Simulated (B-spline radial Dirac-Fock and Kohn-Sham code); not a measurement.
# How the settings move the core levels of Si

ΔSCF core binding energies without Breit or QED terms, calculated with an atomic code on a B-spline grid. Keys: rel is the Hamiltonian (dirac, or spin-free x2c and nr, where L3 and M5 stand for the whole 2p and 3d shells), method is hf or an exchange,correlation pair (spin-unpolarised, also for the hole states), nuc the nuclear model, radius_factor scales its radius, rmax is the box in bohr, h the logarithmic mesh step, order the B-spline order, points the quadrature points per cell, c_factor scales the speed of light, and damp, ndamp, maxit and tol steer the iteration. The run stops when the commutator error falls below 10·tol·max(1, Z/10), or the numerical noise floor, and the energy has settled to about 1e-8 Ha; the virial ratio is −V/T.

Base input:

```json
{"items": [{"Z": 14, "q": 0, "cfg": [[1, 0, 2], [2, 0, 2], [2, 1, 6], [3, 0, 2], [3, 1, 2]], "A": 28, "rrms": 3.1224, "do": "settings", "holes": ["K", "L3", "M5"],
  "settings": [{"rel": "dirac", "method": "hf", "nuc": "fermi", "radius_factor": 1.0, "rmax": 45.0, "h": 0.3, "order": 8, "points": 10, "c_factor": 1.0, "maxit": 60, "damp": 0.5, "ndamp": 3, "tol": 1e-08}]}]}
```

The ground state converged in 10 iterations, with total energy -289.46134 Ha, virial ratio 1.99567 and highest orbital energy -7.56 eV. ΔSCF binding energies: K (1s) 1850.1 eV, L3 (2p3/2) 107.9 eV. Holes are computed only in closed shells, and unreliable hole states are left out.

Changes from the base run:

| changed setting | Δ total energy (Ha) | Δ K (eV) | Δ L3 (eV) | iterations |
| --- | --- | --- | --- | --- |
| method = "lda,vwn" | +0.63491 | +3.72 | +1.97 | 9 |
| damp = 0.2 | 0.00000 | 0.00 | 0.00 | 9 |
| nuc = "sphere"; radius_factor = 0.8; rmax = 80.0 | -0.00007 | 0.00 | 0.00 | 10 |
| nuc = "sphere"; radius_factor = 0.8; c_factor = 100.0 | +0.62677 | -4.78 | +0.27 | 9 |
| radius_factor = 0.8 | -0.00007 | 0.00 | 0.00 | 10 |
| order = 5 | +0.00003 | 0.00 | 0.00 | 10 |
| tol = 0.0001 | 0.00000 | 0.00 | 0.00 | 9 |
| order = 6 | 0.00000 | 0.00 | 0.00 | 10 |
| c_factor = 5.0 | +0.60195 | -4.59 | +0.26 | 10 |
| rel = "nr" | ? | ? | ? | ? |
| method = "rpbe,pbe"; h = 0.12; tol = 1e-06 | -0.50040 | +12.14 | +1.89 | 9 |
|  | 0.00000 | 0.00 | 0.00 | 10 |
| rel = "nr"; method = "rpbe,pbe"; rmax = 25.0 | +0.13440 | +7.28 | +2.16 | 10 |
| damp = 0.0 | 0.00000 | 0.00 | 0.00 | 9 |
| h = 0.12 | 0.00000 | 0.00 | 0.00 | 10 |

Question: What does the change rel = "nr" do?

Answer: The total energy moves by +0.62672 Ha and the binding energies by K -4.78 eV, L3 +0.27 eV; the run takes 10 iterations.
